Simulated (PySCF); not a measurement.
# Relaxation of quartet Tc(OH)₂

All numbers come from PySCF, UB3LYP, basis Tc def2-SVP with ECP28, O def2-SVP, H def2-SVP (scalar-relativistic core potentials, no spin–orbit coupling, density fitting). A (50,194) grid was used.

A hand-made linear (heavy-atom frame) start, of C2h symmetry, held to at least that symmetry:

```xyz
5
charge 0 multiplicity 4, angstrom
Tc    0.0000    0.0000    0.0000
O     0.0000    0.0000    1.9100
O     0.0000    0.0000   -1.9100
H    -0.7354    0.0000    2.5271
H     0.7354    0.0000   -2.5271
```

Optimiser trace:
```tsv
step	E − E(last) (kJ/mol)	largest gradient (Eh/bohr)
0	3.34	0.02214
1	0.05	0.00209
2	0.00	0.00021
3	0.00	0.00018
```

It ends at C2h with O–H 0.968 Å (×2), Tc–O 1.875 Å (×2); H–O–Tc 131.0° (×2), O–Tc–O 180.0° (after a last refinement on a finer grid). A frequency run shows 1 imaginary mode, down to 76i cm⁻¹, so it is a saddle point. Other isomers or separated fragments may lie lower.

Final geometry:
```xyz
5
charge 0 multiplicity 4, angstrom
Tc    0.0000    0.0000    0.0000
O     0.0004    0.0000    1.8755
O    -0.0004    0.0000   -1.8755
H    -0.7308    0.0000    2.5102
H     0.7308    0.0000   -2.5102
```

With open d or f shells other occupations or spin states may lie lower.

The relaxation took about 16 core-seconds on a shared host.
